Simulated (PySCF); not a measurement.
Core-level binding energies of Ga(CO)H3

Species: Ga(CO)H3, CH3GaO.
Geometry (PBE0-D3(BJ)/def2-SVP, Å), atoms numbered from 1 in this order:
```
atom  x, y, z in Å
Ga1   -0.012    0.004   -0.848
C2     0.013    0.012    1.351
O3     0.037   -0.016    2.475
H4     1.555    0.006   -1.002
H5    -0.802    1.355   -1.014
H6    -0.790   -1.361   -0.963
```

Computed, not measured: delta-SCF UKS SCAN, pcX-2 on the ionised atom, pcseg-1 elsewhere, spin-free X2C (PySCF). Vertical ΔSCF values, vacuum level as zero.

Q: List the computed XPS lines with their assignment.

A: 
```csv
atom(s),environment,level,binding energy (eV),count
O3,oxygen bonded to C,O 1s,542.05,1
```

Q: Give the binding energy of O 1s of O3 in hartree and in kJ/mol.

A: 542.05 eV = 19.9200 Eh = 52300 kJ/mol.

Q: What is the longest wavelength that can ionise O 1s of O3 vertically?

A: λ = hc/E = 12398.42 eV Å / 542.05 eV = 22.873 Å.

Not every level is listed. The unrestricted hole states depart most from a pure doublet (⟨S²⟩ = 0.75; over 0.85 named) for O 1s of O3 (0.92), which makes this value less certain. No level of carbon or gallium is listed. Geometry: PBE0-D3(BJ)/def2-SVP; no solvent, vibrations or thermal averaging.
